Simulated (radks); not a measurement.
Values are calculated unless marked as measured or tabulated.
Valence configurations of Mn III (all share [Ar]). Level of theory: scalar-relativistic Kohn-Sham, PBE, spin-polarised, spherical densities, finite nucleus; open shells are filled with parallel spins first; Fermi nuclear charge, rms radius 3.7057 fm (a radial shooting solver on a logarithmic mesh with Libxc functionals). Order these by energy: 3d4.5 4s0.5; 3d3 4s1 4p1; 3d5; 3d4 4s0.5 4p0.5; 3d4 4p1; 3d4 4s1; 3d3 4p2; 3d4.5 4p0.5; 3d3.5 4p1.5; 3d3 4s2.

Answer. From the lowest, in eV above it: 3d5 0.000; 3d4.5 4s0.5 3.322; 3d4.5 4p0.5 6.279; 3d4 4s1 7.538; 3d4 4s0.5 4p0.5 10.622; 3d4 4p1 13.715; 3d3 4s2 20.910; 3d3.5 4p1.5 22.368; 3d3 4s1 4p1 25.609; 3d3 4p2 32.319. NIST lists [Ar] 3d5 as the ground configuration; this level of theory agrees among the configurations tried. The energies are those of spherical high-spin densities, not of single terms.
